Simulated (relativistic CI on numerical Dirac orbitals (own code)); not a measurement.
## Line list: Electric-dipole lines, Te XXIX

Method of calculation: Dirac-Coulomb-Breit CI, separate exchange-only KLI orbitals for each configuration, model QED, unscaled Slater integrals (own radial code, finite nucleus).

Configurations in the expansion (outside the closed core [Ne]): 3s2 3p6 3d6, 3s2 3p5 3d7, 3s2 3p4 3d8, 3s 3p6 3d7, 3p6 3d8, 3s 3p5 3d8, 3s2 3p6 3d5 4s, 3s2 3p6 3d5 4p, 3s2 3p6 3d5 4d, 3s2 3p4 3d7 4s, 3s2 3p6 3d5 4f, 3s2 3p5 3d6 4s, 3s2 3p6 3d4 4s2, 3s 3p6 3d6 4s, 3s2 3p6 3d5 5s, 3p6 3d7 4s. Levels of other configurations are missing.

```csv
λ vac (Å),Lower,Upper,A (s⁻¹),gf,Branching (%)
42.909,3s2 3p6 3d6 1I_6 [21],3s2 3p5 3d7 1H°_5 [135],1.68e+12,5.11e+00,85.8
43.140,3s2 3p6 3d6 3H_5 [17],3s2 3p5 3d7 3F°_4 [130],7.67e+11,1.93e+00,55.0
43.226,3s2 3p6 3d6 3G_5 [7],3s2 3p5 3d7 3G°_5 [123],2.70e+11,8.31e-01,15.1
43.235,3s2 3p6 3d6 3H_6 [8],3s2 3p5 3d7 3G°_5 [123],1.33e+12,4.09e+00,74.5
45.356,3s2 3p6 3d6 3G_5 [7],3s2 3p5 3d7 3G°_4 [107],6.13e+11,1.70e+00,49.8
46.229,3s2 3p6 3d6 1I_6 [21],3s2 3p5 3d7 1I°_6 [117],4.47e+11,1.86e+00,86.5
46.466,3s2 3p6 3d6 3H_4 [13],3s2 3p5 3d7 3G°_3 [108],4.99e+11,1.13e+00,46.1
49.281,3s2 3p6 3d6 3H_4 [6],3s2 3p5 3d7 3F°_3 [92],5.05e+11,1.29e+00,57.6
51.848,3s2 3p6 3d6 3G_5 [7],3s2 3p5 3d7 3H°_4 [85],2.36e+11,8.54e-01,36.5
52.058,3s2 3p6 3d6 5D_4 [1],3s2 3p5 3d7 3F°_4 [58],1.20e+11,4.37e-01,41.8
52.655,3s2 3p6 3d6 5D_4 [1],3s2 3p5 3d7 5P°_3 [56],4.57e+11,1.33e+00,88.6
52.815,3s2 3p6 3d6 3P_2 [2],3s2 3p5 3d7 5D°_1 [61],4.68e+11,5.88e-01,80.9
52.953,3s2 3p6 3d6 5D_4 [1],3s2 3p5 3d7 5P°_3 [55],1.30e+11,3.82e-01,50.2
53.125,3s2 3p6 3d6 5D_3 [3],3s2 3p5 3d7 5D°_2 [64],3.88e+11,8.21e-01,81.8
53.588,3s2 3p6 3d6 3G_5 [7],3s2 3p5 3d7 3H°_5 [72],1.55e+11,7.35e-01,35.2
53.602,3s2 3p6 3d6 3H_6 [8],3s2 3p5 3d7 3H°_5 [72],1.99e+11,9.42e-01,45.1
53.641,3s2 3p6 3d6 5D_3 [3],3s2 3p5 3d7 5D°_3 [60],2.26e+11,6.82e-01,60.0
53.872,3s2 3p6 3d6 5D_4 [1],3s2 3p5 3d7 3F°_4 [50],1.91e+11,7.47e-01,76.0
54.592,3s2 3p6 3d6 3H_6 [8],3s2 3p5 3d7 3H°_6 [68],3.86e+11,2.24e+00,95.7
58.219,3s2 3p6 3d6 5D_4 [1],3s2 3p5 3d7 5F°_5 [38],1.26e+11,7.05e-01,98.7
```

Terms are leading LS components. Brackets give the number of a level in order of energy, since labels repeat. The list gives strong lines, with weight on those to low levels, without lines whose two gauges differ by over a factor of 2.5, among the lowest 200 of 2582 levels, so that lines to higher ones, which can be the strongest, are missing. Levels whose partners in the same complex of configurations lie outside the list can be far off, and so can their lines. Rates are taken at the computed energies, electric ones in the length gauge.

At this charge energies of transitions that change n are usually good to better than 1 %, and those within a shell (Δn = 0) to a few per cent. Terms inside the open d or f shell come out 10 to 20 % too wide with unscaled integrals.

LS names give the leading component of a level, which can be under half, so a name can repeat, a term be missing and a line seem to break the LS rules.
